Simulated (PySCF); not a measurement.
Unrelated species, one level of theory. Computed, not measured: TDDFT wB97X-D/def2-SVPD, vertical, gas phase, core orbitals frozen in the response in PySCF 2.14.0, density-fitted response routines. Geometries: GFN2-xTB; one conformer of each isolated species. Triplets are in the Tamm–Dancoff approximation.

Task: Rank by computed lowest singlet excitation energy, lowest first.
A. `C[S@@](=O)C1=CC=CC=N1`
B. `CCn1ccc(F)n1`
C. `Cc1ncccp1`
D. `NP1CCC(=O)CC1`
E. `C#Cc1ccnc([SiH3])p1`
F. `C#CC(=C)C(F)=C=S`

Result: F (1.64 eV), E (3.43 eV), C (3.87 eV), D (4.38 eV), A (4.83 eV), B (6.57 eV).

| SMILES | S1 (eV) | gap (eV) | HOMO (eV) | first f ≥ 0.01 (nm) | LUMO (eV) | f (S1) | S1 mainly |
| --- | --- | --- | --- | --- | --- | --- | --- |
| C#CC(=C)C(F)=C=S | 1.64 | 6.73 | -8.10 | 260 | -1.37 | 0.000 | H→L (94%) |
| C#Cc1ccnc([SiH3])p1 | 3.43 | 8.08 | -8.85 | 276 | -0.77 | 0.002 | H→L (94%) |
| Cc1ncccp1 | 3.87 | 8.75 | -8.84 | 260 | -0.10 | 0.005 | H→L (98%) |
| NP1CCC(=O)CC1 | 4.38 | 10.13 | -8.87 | 201 | 1.25 | 0.000 | H-1→L (90%) |
| C[S@@](=O)c1ccccn1 | 4.83 | 9.04 | -8.68 | 256 | 0.36 | 0.021 | H→L (61%) |
| CCn1ccc(F)n1 | 6.57 | 10.93 | -8.99 | 189 | 1.94 | 0.147 | H→L (81%) |

H and L stand for HOMO and LUMO.

Mean S1 by what the SMILES shows (count): an aromatic ring 4.68 eV (4); a double or triple bond but no aromatic ring 3.01 eV (2).
